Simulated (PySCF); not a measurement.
**Sc (scandium, neutral) across methods**

[Ar] 3d2 4s1, high-spin 4F determinant (an excited configuration). Computed with PySCF 2.14 in Sapporo-DKH3-DZP-2012 (6s5p3d1f, 43 functions), with scalar relativity by spin-free X2C-1e.

| method | E (hartree) | mean ε 3p β (eV) | mean ε 4s α (eV) | mean ε 3d α (eV) | Σ⟨r²⟩ (bohr²) | ⟨S²⟩ |
| --- | --- | --- | --- | --- | --- | --- |
| r2SCAN | -764.108 | -30.195 | -3.822 | -2.004 | 44.32 | 3.751 |
| PBE0 | -763.955 | -31.796 | -4.225 | -2.879 | 44.43 | 3.751 |
| UHF | -763.22662 | -37.712 | -5.420 | -5.827 | 45.83 | 3.752 |
| wB97X | -764.124 | -34.198 | -5.435 | -4.838 | 44.74 | 3.751 |
| TPSS | -764.170 | -29.692 | -3.647 | -1.858 | 44.43 | 3.750 |
| PBE | -763.927 | -29.521 | -3.720 | -1.812 | 44.55 | 3.750 |
| B97-3 | -764.039 | -31.969 | -4.101 | -2.805 | 44.59 | 3.750 |
| LDA | -762.165 | -29.591 | -3.876 | -1.787 | 44.14 | 3.750 |
| M06-L | -764.076 | -30.421 | -3.667 | -1.548 | 44.40 | 3.751 |
